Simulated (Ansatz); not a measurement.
Input file for Ansatz (an electronic-structure program): R-B97M-V/def2-TZVPP on F2Mg (SMILES [F][Mg][F]).

Ansatz 0.2 input:
```yaml
crystal:
  periodic: [false, false, false]
  atoms:
    - {symbol: Mg, position_ang: [0.00003639, 0.00000970, -0.00021610]}
    - {symbol: F, position_ang: [1.75103537, -0.00358587, 0.00799440]}
    - {symbol: F, position_ang: [-1.75097176, 0.00357617, -0.00777830]}
basis:
  gaussian:
    orbitals: def2-TZVPP
hamiltonian:
  xc: {name: B97M-V}
scf: {lower_state_search: off}
```

The log:

```
WARN ansatz: RAYON_NUM_THREADS=4 ignored (pool sized by the plan → 4); use --threads N
Functional definition: B97M-V
these checks for a lower state are left out or cut short: stability, starts, cluster_reference, orbital_swaps, neighbouring_geometries, increment
integrals: 0.03 GiB planned
600 factors; their error is unknown
mean field: 0.27 GiB planned
mean field evaluation 1: about -10874.4383 eV, gradient 6.5e1 eV
mean field evaluation 2: about -10830.3770 eV, gradient 1.7e2 eV
mean field evaluation 4: about -10880.9115 eV, gradient 2.1e0 eV
mean field evaluation 8: about -10880.9101 eV, gradient 1.9e-2 eV
mean field evaluation 16: about -10880.9101 eV, gradient 6.9e-7 eV
mean field -10880.91012600 eV, -399.8660717848 hartree, gradient 6.9e-7 eV, S^2 0.000000; 0 other end points of the search recorded, 0 dependent functions left out
reference -10880.91019065 eV, -399.8660741607 hartree; 15, 15 occupied and 79, 79 virtual orbitals, 600 factors
Total energy: -10880.91019065 eV, -399.8660741607 hartree
Checks for a lower state left out: stability, starts, cluster_reference, orbital_swaps, neighbouring_geometries, increment
```

The calculation finished and met its thresholds.

Cost: roughly 1.7 core-seconds.
